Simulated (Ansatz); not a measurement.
# A relaxation, step by step

CH$_{9}$NSn, singlet, PBE0-D4/def2-TZVP (Ansatz 0.2.0). Settings:

```yaml
hamiltonian: {xc: pbe0, dispersion: d4}
relax: {f_tol: 0.005, max_steps: 200}
```

Start, a step off a saddle point along its unstable mode:

```
12
angstrom
Sn -0.6476 1.1190 0.8192
N 0.1087 -0.7362 0.1470
C 0.1341 -0.9780 -1.2787
H -2.2606 0.8700 0.3693
H -0.0392 2.4572 -0.0645
H -0.5783 1.3338 2.5244
H 1.3548 0.0062 0.7776
H 1.6647 0.5806 1.0561
H -0.2235 -1.5415 0.6651
H 0.6325 -1.9269 -1.5136
H -0.8630 -0.9969 -1.7305
H 0.7176 -0.1875 -1.7714
```

```
               step  energy less the last (meV)  largest force component (eV/Å)
                  1                      1078.2                           2.870
                  3                       288.2                           0.852
                  5                        40.7                           0.174
 7 (rejected trial)                        63.0                           0.420
                  9                         9.8                           0.026
                 11                         6.8                           0.075
13 (rejected trial)                         6.1                           0.129
                 15                         4.8                           0.047
                 17                         4.0                           0.027
                 19                         3.2                           0.062
                 21                         2.5                           0.203
                 23                         1.8                           0.035
                 25                         1.0                           0.092
                 27                         0.6                           0.068
                 29                         0.4                           0.055
                 31                         0.1                           0.010
                 33                         0.0                           0.008
                 35                         0.0                           0.003
```

Step 19, positions (Å) and forces (eV/Å):

| atom | x | y | z | Fx | Fy | Fz |
| --- | --- | --- | --- | --- | --- | --- |
| Sn1 | -1.129 | 1.078 | 0.674 | 0.013 | 0.007 | 0.002 |
| N2 | -0.053 | -0.569 | 0.170 | -0.011 | -0.022 | -0.032 |
| C3 | 0.031 | -0.931 | -1.235 | -0.002 | -0.005 | 0.018 |
| H4 | -2.724 | 1.022 | 0.041 | -0.001 | -0.005 | 0.002 |
| H5 | -0.294 | 2.400 | -0.006 | -0.002 | 0.000 | -0.004 |
| H6 | -1.150 | 1.131 | 2.376 | -0.008 | -0.001 | 0.004 |
| H7 | 2.350 | 0.040 | 0.949 | 0.062 | 0.022 | 0.021 |
| H8 | 3.029 | 0.271 | 1.175 | -0.061 | -0.024 | -0.025 |
| H9 | -0.297 | -1.372 | 0.735 | 0.004 | 0.008 | -0.002 |
| H10 | 0.763 | -1.733 | -1.377 | -0.013 | 0.011 | 0.006 |
| H11 | -0.916 | -1.261 | -1.688 | 0.022 | 0.011 | 0.009 |
| H12 | 0.389 | -0.075 | -1.814 | -0.003 | -0.002 | 0.002 |

Last step (35):

Sn1  (-1.263, 1.104, 0.682)
N2  (-0.093, -0.506, 0.284)
C3  (0.138, -0.862, -1.104)
H4  (-2.794, 0.986, -0.086)
H5  (-0.420, 2.452, 0.066)
H6  (-1.440, 1.162, 2.376)
H7  (2.402, -0.123, 0.715)
H8  (3.148, -0.042, 0.707)
H9  (-0.356, -1.317, 0.828)
H10  (0.903, -1.642, -1.173)
H11  (-0.750, -1.218, -1.647)
H12  (0.526, 0.005, -1.647)
(Å)

Hardware: 4 CPU threads of an Arm Neoverse V1, shared host. Wall time about 82 s.
